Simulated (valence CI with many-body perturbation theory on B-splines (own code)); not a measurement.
Questions on Mo²⁸⁺

Calculated by configuration interaction combined with many-body perturbation theory (CI+MBPT): four valence electrons over a frozen Dirac-Fock core [Ne], a basis of 11 s, 11 p, 9 d, 7 f, 5 g, 2 h, 1 i functions for each j, with the one-electron correlation potential Σ1, the two-electron term Σ2, the three-electron term Σ3, Breit, model QED; selected CI, second order for the rest (own B-spline code, finite nucleus).

The last digits are not significant, and no measured levels were compared; by estimate large intervals hold to a few tenths of a per cent, small ones and those within an open d or f shell to about a per cent.

Levels are named by their leading jj configuration (3d3/2^4 stands for four electrons in 3d with j = 3/2), which in mixed levels can hold well under half, so a name can repeat and another be missing.

Rates and lifetimes use the calculated energies. Strong lines usually hold to 10 to 20 %, long lifetimes can be off by a factor of two.

Q: What is the ground level?

A: (3s^2 3p1/2^2) J=0, composition 78 % 3s²3p² ³P + 20 % 3s²3p² ¹S.

Q: What is the ionisation energy?

A: 1535.6 eV; NIST lists 1537 ± 3 eV (semi-empirical).

Q: What are the static dipole polarisabilities of the lowest levels?

A: (3s^2 3p1/2^2) J=0 0.0378; (3s^2 3p1/2 3p3/2) J=1 0.0401 (tensor 0.0018); (3s^2 3p1/2 3p3/2) J=2 0.0400 (tensor 0.0020) bohr³, of which the core gives 0.000592.

Q: Name the longest-lived excited levels whose lifetime is computed, and their main decay.

A: (3s^2 3p1/2 3p3/2) J=2 at 197000 cm⁻¹ lives 2.62 ms, mostly by M1 to (3s^2 3p1/2 3p3/2) J=1; (3s^2 3p3/2 3d5/2) J=4 at 1262400 cm⁻¹ lives 17.7 μs, mostly by M1 to (3s^2 3p1/2 3d5/2) J=3; (3s^2 3p1/2 3p3/2) J=1 at 161710 cm⁻¹ lives 16.5 μs, mostly by M1 to (3s^2 3p1/2^2) J=0.

Q: Among levels below 2084700 cm⁻¹, which E1 lines absorb most strongly from the ground level?

A: to (3s^2 3p1/2 3d3/2) J=1 at 8.478 nm, f = 0.479; to (3s 3p1/2 3p3/2^2) J=1 at 8.950 nm, f = 0.199; to (3s 3p1/2^2 3p3/2) J=1 at 12.20 nm, f = 0.120.
